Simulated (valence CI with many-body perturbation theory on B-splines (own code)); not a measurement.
# Rb XXXI: electric-dipole lines

Method: valence CI with perturbative core correlation (CI+MBPT): five valence electrons over a frozen Dirac-Fock core [He], radial functions for each j: 11 s, 11 p, 10 d, 8 f, 5 g, 2 h, with the one-electron correlation potential Σ1 (screened to all orders), the two-electron term Σ2, the three-electron term Σ3, Breit, model QED; selected single and double excitations, second order for the rest, scaled by the run's own slope (own B-spline code, finite nucleus).

The last digits are not significant, and no measured levels were compared; by estimate large intervals hold to a few tenths of a per cent, small ones and those within an open d or f shell to about a per cent. Among the levels kept, up to 5300 cm⁻¹ of a level comes from second order outside the variational space, and about a tenth of that is noise between levels of different J, which matters for small intervals.

Lines 51 to 100 of 592 in falling wavelength, among levels below 19705 × 10³ cm⁻¹, chosen from the strongest by gf and those to the six lowest levels. Wavelengths and rates use the calculated energies. Electric multipoles are in the length gauge with retardation, E1 and E2 with the static RPA response of the core. Weak lines are less certain than strong ones. Lines between different terms over intervals too small for the method are left out, as are lines whose strength nearly cancels. Where a level lies close to another of its J and parity, the split of strength between their lines is uncertain. The highest levels of a list are the least certain.

Levels are named by their leading jj configuration (3d3/2^4 stands for four electrons in 3d with j = 3/2), which in mixed levels can hold well under half, so a name can repeat and another be missing. Letters in brackets count levels of one name in rising energy.

```tsv
λ vac (nm)	Upper	Lower	A (s⁻¹)	S (a.u.) with core polarisation	S without
24.22	(2s^2 2p3/2^2 3p1/2) J=5/2	(2s^2 2p3/2^2 3s) J=5/2	3.66e+09	1.54e-01	1.54e-01
24.14	(2s^2 2p3/2^2 3d5/2) J=5/2 [a]	(2s^2 2p3/2^2 3p3/2) J=3/2 [a]	2.17e+09	9.02e-02	9.02e-02
24.09	(2s^2 2p3/2^2 3d5/2) J=9/2	(2s^2 2p3/2^2 3p3/2) J=7/2	5.31e+09	3.66e-01	3.66e-01
24.06	(2s 2p1/2 2p3/2^2 3d3/2) J=9/2	(2s 2p1/2 2p3/2^2 3p3/2) J=7/2 [a]	4.13e+09	2.84e-01	2.84e-01
23.98	(2s 2p1/2^2 2p3/2 3p3/2) J=5/2 [a]	(2s^2 2p3/2^2 3p1/2) J=3/2	1.59e+09	6.48e-02	6.48e-02
23.92	(2s 2p1/2^2 2p3/2 3p3/2) J=3/2 [a]	(2s 2p1/2^2 2p3/2 3s) J=3/2	3.67e+09	9.93e-02	9.93e-02
23.91	(2s 2p1/2 2p3/2^2 3d5/2) J=5/2 [f]	(2s 2p1/2 2p3/2^2 3p3/2) J=3/2 [e]	3.82e+09	1.54e-01	1.54e-01
23.81	(2s^2 2p3/2^2 3d5/2) J=5/2 [b]	(2s^2 2p3/2^2 3p3/2) J=3/2 [c]	3.83e+09	1.53e-01	1.53e-01
23.78	(2s 2p1/2^2 2p3/2 3d5/2) J=7/2 [b]	(2s 2p1/2^2 2p3/2 3p3/2) J=5/2 [b]	5.03e+09	2.67e-01	2.67e-01
23.71	(2s 2p1/2^2 2p3/2 3p3/2) J=5/2 [b]	(2s^2 2p3/2^2 3p3/2) J=3/2 [b]	3.15e+09	1.24e-01	1.24e-01
23.67	(2s 2p1/2 2p3/2^2 3d5/2) J=5/2 [b]	(2s 2p1/2 2p3/2^2 3p3/2) J=5/2 [b]	2.62e+09	1.03e-01	1.03e-01
23.58	(2s 2p1/2 2p3/2^2 3d5/2) J=3/2 [a]	(2s 2p1/2 2p3/2^2 3p3/2) J=3/2 [a]	2.96e+09	7.65e-02	7.65e-02
23.48	(2s^2 2p1/2^2 3d5/2) J=5/2	(2s^2 2p1/2^2 3p3/2) J=3/2	5.80e+09	2.22e-01	2.22e-01
23.44	(2s 2p1/2 2p3/2^2 3d5/2) J=3/2 [c]	(2s 2p1/2 2p3/2^2 3p3/2) J=1/2 [b]	3.44e+09	8.75e-02	8.75e-02
23.38	(2s 2p1/2 2p3/2^2 3d5/2) J=5/2 [d]	(2s 2p1/2 2p3/2^2 3p3/2) J=3/2 [c]	2.76e+09	1.04e-01	1.04e-01
23.36	(2s 2p1/2 2p3/2^2 3d3/2) J=7/2 [b]	(2s 2p1/2 2p3/2^2 3p1/2) J=5/2 [b]	1.79e+09	9.01e-02	9.01e-02
23.22	(2s^2 2p1/2 2p3/2 3d5/2) J=5/2 [a]	(2s^2 2p1/2 2p3/2 3p3/2) J=3/2 [a]	3.52e+09	1.31e-01	1.31e-01
23.21	(2s^2 2p1/2 2p3/2 3d5/2) J=7/2 [b]	(2s^2 2p1/2 2p3/2 3p3/2) J=5/2 [b]	5.21e+09	2.57e-01	2.57e-01
23.16	(2s 2p1/2 2p3/2^2 3p3/2) J=3/2 [b]	(2s 2p1/2 2p3/2^2 3s) J=5/2 [b]	5.62e+09	1.38e-01	1.38e-01
23.00	(2s 2p1/2 2p3/2^2 3d5/2) J=1/2 [b]	(2s 2p1/2 2p3/2^2 3p3/2) J=3/2 [b]	5.09e+09	6.11e-02	6.11e-02
22.98	(2s^2 2p3/2^2 3p3/2) J=5/2	(2s^2 2p3/2^2 3s) J=3/2	4.16e+09	1.49e-01	1.49e-01
22.96	(2s 2p1/2 2p3/2^2 3d5/2) J=5/2 [g]	(2s 2p1/2 2p3/2^2 3p3/2) J=3/2 [f]	5.35e+09	1.92e-01	1.92e-01
22.88	(2s 2p1/2 2p3/2^2 3d3/2) J=7/2 [a]	(2s 2p1/2 2p3/2^2 3p3/2) J=5/2 [a]	2.81e+09	1.33e-01	1.33e-01
22.81	(2s^2 2p3/2^2 3p3/2) J=1/2	(2s^2 2p3/2^2 3s) J=3/2	6.10e+09	7.15e-02	7.15e-02
22.81	(2s 2p3/2^3 3d5/2) J=7/2	(2s 2p3/2^3 3p3/2) J=7/2	2.13e+09	9.96e-02	9.96e-02
22.68	(2s 2p3/2^3 3p3/2) J=3/2 [a]	(2s 2p3/2^3 3s) J=3/2 [a]	6.00e+09	1.38e-01	1.38e-01
22.56	(2s 2p1/2^2 2p3/2 3d5/2) J=5/2 [a]	(2s 2p1/2^2 2p3/2 3p3/2) J=3/2 [a]	3.46e+09	1.18e-01	1.18e-01
22.52	(2s 2p1/2 2p3/2^2 3d3/2) J=7/2 [c]	(2s 2p1/2 2p3/2^2 3p3/2) J=5/2 [c]	1.91e+09	8.61e-02	8.61e-02
22.44	(2s 2p1/2 2p3/2^2 3p3/2) J=1/2 [a]	(2s 2p1/2 2p3/2^2 3s) J=3/2 [a]	6.90e+09	7.69e-02	7.69e-02
22.20	(2s^2 2p1/2 2p3/2 3d5/2) J=3/2 [a]	(2s^2 2p1/2 2p3/2 3p3/2) J=1/2 [a]	4.19e+09	9.04e-02	9.04e-02
22.11	(2s 2p3/2^3 3p3/2) J=5/2 [a]	(2s 2p3/2^3 3s) J=3/2 [a]	2.07e+09	6.63e-02	6.63e-02
22.06	(2s 2p1/2 2p3/2^2 3p3/2) J=7/2 [b]	(2s 2p1/2 2p3/2^2 3s) J=5/2 [c]	6.80e+09	2.88e-01	2.88e-01
22.03	(2s 2p1/2 2p3/2^2 3d3/2) J=5/2 [b]	(2s 2p1/2 2p3/2^2 3p1/2) J=5/2 [b]	3.64e+09	1.15e-01	1.15e-01
21.99	(2s^2 2p1/2 2p3/2 3p3/2) J=3/2 [b]	(2s^2 2p1/2 2p3/2 3s) J=5/2	5.21e+09	1.09e-01	1.09e-01
21.97	(2s 2p1/2 2p3/2^2 3p1/2) J=5/2 [b]	(2s 2p1/2 2p3/2^2 3s) J=7/2	6.54e+09	2.05e-01	2.05e-01
21.85	(2s 2p1/2^2 2p3/2 3p3/2) J=5/2 [a]	(2s 2p1/2^2 2p3/2 3s) J=3/2	4.22e+09	1.30e-01	1.30e-01
21.74	(2s 2p1/2^2 2p3/2 3d5/2) J=7/2 [a]	(2s 2p1/2^2 2p3/2 3p3/2) J=5/2 [a]	7.02e+09	2.85e-01	2.85e-01
21.74	(2s 2p1/2 2p3/2^2 3d3/2) J=5/2 [c]	(2s 2p1/2 2p3/2^2 3p3/2) J=3/2 [d]	2.09e+09	6.35e-02	6.35e-02
21.72	(2s 2p1/2 2p3/2^2 3p3/2) J=3/2 [d]	(2s 2p1/2 2p3/2^2 3s) J=1/2 [b]	4.11e+09	8.32e-02	8.32e-02
21.54	(2s 2p1/2 2p3/2^2 3p3/2) J=7/2 [b]	(2s 2p1/2^2 2p3/2 3d5/2) J=5/2 [a]	2.13e+09	8.40e-02	8.40e-02
21.47	(2s^2 2p1/2 2p3/2 3d5/2) J=5/2 [b]	(2s^2 2p1/2 2p3/2 3p3/2) J=3/2 [c]	5.47e+09	1.60e-01	1.60e-01
21.41	(2s 2p1/2 2p3/2^2 3d3/2) J=5/2 [d]	(2s 2p1/2 2p3/2^2 3p1/2) J=3/2 [d]	3.88e+09	1.13e-01	1.13e-01
21.41	(2s 2p3/2^3 3p3/2) J=5/2 [b]	(2s 2p3/2^3 3s) J=3/2 [b]	7.14e+09	2.07e-01	2.08e-01
21.39	(2s^2 2p1/2 2p3/2 3d3/2) J=5/2 [b]	(2s^2 2p1/2 2p3/2 3p3/2) J=3/2 [b]	3.00e+09	8.69e-02	8.69e-02
21.39	(2s^2 2p3/2^2 3p3/2) J=5/2	(2s^2 2p3/2^2 3s) J=5/2	3.43e+09	9.95e-02	9.95e-02
21.32	(2s 2p1/2^2 2p3/2 3d5/2) J=1/2	(2s 2p1/2^2 2p3/2 3p3/2) J=1/2 [a]	6.51e+09	6.23e-02	6.23e-02
21.29	(2s 2p1/2 2p3/2^2 3d5/2) J=3/2 [d]	(2s 2p1/2 2p3/2^2 3p3/2) J=1/2 [c]	4.34e+09	8.27e-02	8.27e-02
21.20	(2s 2p1/2 2p3/2^2 3p1/2) J=7/2 [a]	(2s 2p1/2 2p3/2^2 3s) J=5/2 [a]	6.67e+09	2.51e-01	2.51e-01
21.12	(2s 2p1/2 2p3/2^2 3p3/2) J=5/2 [c]	(2s 2p1/2 2p3/2^2 3s) J=3/2 [b]	8.47e+09	2.36e-01	2.37e-01
21.12	(2s 2p3/2^3 3p3/2) J=7/2	(2s 2p3/2^3 3s) J=5/2	9.97e+09	3.71e-01	3.71e-01
```
